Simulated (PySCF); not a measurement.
## From computed data to an observable: oscillator strength and radiative lifetime

Zn(OH) (HOZn), SMILES [OH][Zn+], charge +1.

The structure is a stationary point at B3LYP-D3(BJ)/def2-TZVP. The multiplicity is an assumed one; other spin states were not compared. The isomer is the one that the SMILES or the coordinates give; other isomers of the formula were not compared.

TDA-B3LYP/def2-TZVPD (PySCF) puts the first singlet state with f over 0.02 at 4.32 eV (vertical), with the transition dipole (0.167, -1.097, 0.000) in atomic units.

Task: Find the oscillator strength, the wavelength and the radiative lifetime that this transition would have in vacuum if emission retraced absorption.

Result: 
|μ|² = 1.2313 au, so |μ| = 2.82 D. ΔE = 4.32/27.211 = 0.1588 hartree. f = (2/3) ΔE |μ|² = 0.130 (the program prints 0.130).
λ = 1239.84/4.32 = 287 nm; ν = 34843 cm⁻¹.
Einstein's coefficient A = 0.6670 ν² f s⁻¹ (ν in cm⁻¹) = 1.1e8 s⁻¹, so τ = 1/A = 9.5 ns. This state is S2; the lower singlet has f = 0.004. The figure is the radiative limit of this one transition; relaxation, internal conversion, crossing to triplets and a medium change what is measured.
